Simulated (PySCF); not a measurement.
PySCF input file for Sn(NH2)(SiH3) (H₅NSiSn), SMILES [NH2][Sn][SiH3] (connectivity only; charge and spin as stated), neutral, multiplicity 1, TDDFT-PBE0/def2-SVPD. Coordinates come from a PBE0-D3(BJ)/def2-SVP optimisation. The def2 effective core potentials stand for the cores of Sn; spin–orbit coupling is left out. The values are those of a single conformer.

```python
import numpy as np
from pyscf import gto, scf, dft, tdscf

mol = gto.M(
    atom='''
    Sn    0.36397532   -0.56273131    0.00000000
    N    -1.62916867   -0.94060838   -0.00000000
    H    -2.01511316   -1.88007314    0.00000000
    H    -2.36575203   -0.24118333   -0.00000000
    Si   -0.12461909    2.06924206    0.00000000
    H     0.46434338    2.75053380    1.20196015
    H    -1.59773971    2.37162417   -0.00000000
    H     0.46434339    2.75053379   -1.20196016
    ''',
    basis='def2-SVPD',
    ecp={'Sn': 'def2-svp'},
    charge=0,
    spin=0,
    symmetry=True,
    max_memory=1600,
    verbose=4,
)
mf = dft.RKS(mol, xc='pbe0').density_fit(auxbasis='def2-universal-jkfit')
mf.grids.level = 3
mf.conv_tol = 1e-9
mf.max_cycle = 100
mf.kernel()
mf.grids = dft.Grids(mol).set(level=1).build(with_non0tab=True)  # coarser grid for the response kernel
td = tdscf.TDDFT(mf)
td.singlet = True
td.nstates = 10
td.conv_tol = 1e-4
td.kernel(x0=td.get_init_guess(mf, 15))
td.analyze()
tt = tdscf.TDA(mf)
tt.singlet = False
tt.nstates = 4
tt.conv_tol = 1e-4
tt.kernel(x0=tt.get_init_guess(mf, 9))
tt.analyze(verbose=3)
```

Log of the run:

```
PySCF version 2.14.0

[INPUT] verbose = 4
[INPUT] num. atoms = 8
[INPUT] num. electrons = 48
[INPUT] charge = 0
[INPUT] spin (= nelec alpha-beta = 2S) = 0
[INPUT] symmetry True subgroup None
[INPUT] Mole.unit = angstrom
[INPUT] Symbol           X                Y                Z      unit          X                Y                Z       unit  Magmom
[INPUT]  1 Sn     0.363975320000  -0.562731310000   0.000000000000 AA    0.687813670901  -1.063408057618   0.000000000000 Bohr   0.0
[INPUT]  2 N     -1.629168670000  -0.940608380000   0.000000000000 AA   -3.078682597022  -1.777492228671   0.000000000000 Bohr   0.0
[INPUT]  3 H     -2.015113160000  -1.880073140000   0.000000000000 AA   -3.808011982407  -3.552823328751   0.000000000000 Bohr   0.0
[INPUT]  4 H     -2.365752030000  -0.241183330000   0.000000000000 AA   -4.470623415334  -0.455770439511   0.000000000000 Bohr   0.0
[INPUT]  5 Si    -0.124619090000   2.069242060000   0.000000000000 AA   -0.235495949993   3.910300778831   0.000000000000 Bohr   0.0
[INPUT]  6 H      0.464343380000   2.750533800000   1.201960150000 AA    0.877481815955   5.197755578359   2.271375496141 Bohr   0.0
[INPUT]  7 H     -1.597739710000   2.371624170000   0.000000000000 AA   -3.019290470242   4.481720151699   0.000000000000 Bohr   0.0
[INPUT]  8 H      0.464343390000   2.750533790000  -1.201960160000 AA    0.877481834852   5.197755559462  -2.271375515038 Bohr   0.0

nuclear repulsion = 165.49912581927
point group symmetry = Cs
symmetry origin: [-1.98918538e-09 -7.45944499e-10 -2.48648178e-10]
symmetry axis x: [ 1.00000000e+00  1.04950439e-09 -4.73749072e-10]
symmetry axis y: [ 1.04950439e-09 -1.00000000e+00  1.49721804e-10]
symmetry axis z: [4.73749072e-10 1.49721814e-10 1.00000000e+00]
num. orbitals of irrep A' = 79
num. orbitals of irrep A" = 37
number of shells = 50
number of NR pGTOs = 189
number of NR cGTOs = 116
basis = def2-SVPD
ecp = {'Sn': 'def2-svp'}


[settings echo left out]
init E= -538.064266827448
HOMO (A') = -0.616784675378497  LUMO (A") = -0.606176416917072  gap/eV = 0.28867
cycle= 1 E= -557.805093001078  delta_E= -19.7  |g|= 3.04  |ddm|= 12.4
HOMO (A') = -0.0288671354729804  LUMO (A') = 0.0138315998778706  gap/eV = 1.16189
cycle= 2 E= -479.115604664787  delta_E= 78.7  |g|= 8.93  |ddm|= 45.4
HOMO (A') = -0.254904516467555  LUMO (A") = -0.163217898786883  gap/eV = 2.49492
cycle= 3 E= -561.010937369494  delta_E= -81.9  |g|= 0.917  |ddm|= 44.4
HOMO (A") = -0.222177641735243  LUMO (A") = -0.114965937212328  gap/eV = 2.91738
cycle= 4 E= -560.325018726973  delta_E= 0.686  |g|= 1.64  |ddm|= 2.62
HOMO (A') = -0.233622186316047  LUMO (A") = -0.112558236527674  gap/eV = 3.29432
cycle= 5 E= -561.195646950492  delta_E= -0.871  |g|= 0.299  |ddm|= 1.96
HOMO (A') = -0.225830590708966  LUMO (A") = -0.0775680774729457  gap/eV = 4.03443
cycle= 6 E= -561.237248798173  delta_E= -0.0416  |g|= 0.0875  |ddm|= 0.864
HOMO (A') = -0.223892686249755  LUMO (A") = -0.0805002068467511  gap/eV = 3.90191
cycle= 7 E= -561.239714754045  delta_E= -0.00247  |g|= 0.0181  |ddm|= 0.218
HOMO (A') = -0.226878435978144  LUMO (A") = -0.0831230961889164  gap/eV = 3.91178
cycle= 8 E= -561.239825020758  delta_E= -0.00011  |g|= 0.00548  |ddm|= 0.0432
HOMO (A') = -0.226120483552535  LUMO (A") = -0.0828593228383658  gap/eV = 3.89833
cycle= 9 E= -561.239837487535  delta_E= -1.25e-05  |g|= 0.0013  |ddm|= 0.0134
HOMO (A') = -0.226168684265609  LUMO (A") = -0.0828491265373863  gap/eV = 3.89992
cycle= 10 E= -561.239838125  delta_E= -6.37e-07  |g|= 0.000373  |ddm|= 0.00395
HOMO (A') = -0.226186071907712  LUMO (A") = -0.0828657039740035  gap/eV = 3.89995
cycle= 11 E= -561.239838174213  delta_E= -4.92e-08  |g|= 9.98e-05  |ddm|= 0.000774
HOMO (A') = -0.226185269296714  LUMO (A") = -0.0828630220855522  gap/eV = 3.90000
cycle= 12 E= -561.239838177091  delta_E= -2.88e-09  |g|= 1.47e-05  |ddm|= 0.000198
HOMO (A') = -0.226185059508268  LUMO (A") = -0.0828625324808305  gap/eV = 3.90000
cycle= 13 E= -561.239838177185  delta_E= -9.39e-11  |g|= 3.4e-06  |ddm|= 4.23e-05
HOMO (A') = -0.226184994584237  LUMO (A") = -0.0828624247131811  gap/eV = 3.90001
Extra cycle  E= -561.239838177184  delta_E= 9.09e-13  |g|= 4.48e-06  |ddm|= 1.41e-05
converged SCF energy = -561.239838177184
tot grids = 31920


******** <class 'pyscf.tdscf.rks.TDDFT'> for <class 'pyscf.df.df_jk.DFSymAdaptedRKS'> ********
nstates = 10 singlet
deg_eia_thresh = 1.000e-03
wfnsym = None
conv_tol = 0.0001
eigh lindep = 1e-12
eigh level_shift = 0
eigh max_cycle = 100


Excitation energies (eV)
[2.68946684 4.68018155 4.84881774 5.35295131 5.61040341 5.83279234
 5.90222216 6.14341548 6.22953693 6.23550955]

** Singlet excitation energies and oscillator strengths **
Excited State   1:   A"      2.68947 eV    461.00 nm  f=0.0070
      24 -> 25        0.70711
Excited State   2:   A'      4.68018 eV    264.91 nm  f=0.0336
      23 -> 25        0.50624
      24 -> 26        0.45923
      24 -> 27       -0.15573
Excited State   3:   A'      4.84882 eV    255.70 nm  f=0.1322
      23 -> 25       -0.47430
      24 -> 26        0.48629
      24 -> 27       -0.14900
Excited State   4:   A"      5.35295 eV    231.62 nm  f=0.0276
      22 -> 25       -0.68340
      24 -> 29       -0.14383
Excited State   5:   A'      5.61040 eV    220.99 nm  f=0.2018
      21 -> 25        0.11040
      24 -> 26        0.10891
      24 -> 27        0.36635
      24 -> 28       -0.58174
Excited State   6:   A'      5.83279 eV    212.56 nm  f=0.3670
      21 -> 25       -0.15027
      24 -> 26       -0.16624
      24 -> 27       -0.51855
      24 -> 28       -0.39445
      24 -> 31        0.12311
Excited State   7:   A"      5.90222 eV    210.06 nm  f=0.0142
      23 -> 26       -0.69715
Excited State   8:   A"      6.14342 eV    201.82 nm  f=0.0003
      20 -> 25       -0.69019
      24 -> 29        0.12189
Excited State   9:   A"      6.22954 eV    199.03 nm  f=0.0691
      20 -> 25        0.13110
      22 -> 25       -0.11418
      24 -> 29        0.66620
Excited State  10:   A'      6.23551 eV    198.84 nm  f=0.1248
      21 -> 25       -0.66810
      24 -> 27        0.14756
      24 -> 31       -0.12571

** Transition electric dipole moments (AU) **
state          X           Y           Z        Dip. S.      Osc.
  1         0.0000      0.0000     -0.3268      0.1068      0.0070
  2        -0.4077      0.3560     -0.0000      0.2930      0.0336
  3         0.5544      0.8975     -0.0000      1.1129      0.1322
  4        -0.0000     -0.0000     -0.4591      0.2108      0.0276
  5        -0.4097      1.1403     -0.0000      1.4680      0.2018
  6         0.3104     -1.5721     -0.0000      2.5680      0.3670
  7         0.0000     -0.0000      0.3129      0.0979      0.0142
  8        -0.0000      0.0000     -0.0410      0.0017      0.0003
  9         0.0000     -0.0000     -0.6729      0.4528      0.0691
 10        -0.1464      0.8919      0.0000      0.8170      0.1248

WARN: ECP detected. Skipping calculation of transition velocity and magnetic dipole moments, which have not yet been implemented.



******** <class 'pyscf.tdscf.rks.TDA'> for <class 'pyscf.df.df_jk.DFSymAdaptedRKS'> ********
nstates = 4 triplet
deg_eia_thresh = 1.000e-03
wfnsym = None
conv_tol = 0.0001
eigh lindep = 1e-12
eigh level_shift = 0
eigh max_cycle = 100


Excitation energies (eV)
[1.94242315 3.30043401 3.86164586 4.4459711 ]

** Triplet excitation energies and oscillator strengths **
Excited State   1:   A"      1.94242 eV    638.30 nm  f=0.0000
Excited State   2:   A'      3.30043 eV    375.66 nm  f=0.0000
Excited State   3:   A'      3.86165 eV    321.07 nm  f=0.0000
Excited State   4:   A"      4.44597 eV    278.87 nm  f=0.0000
```

The calculation finished and met its thresholds.
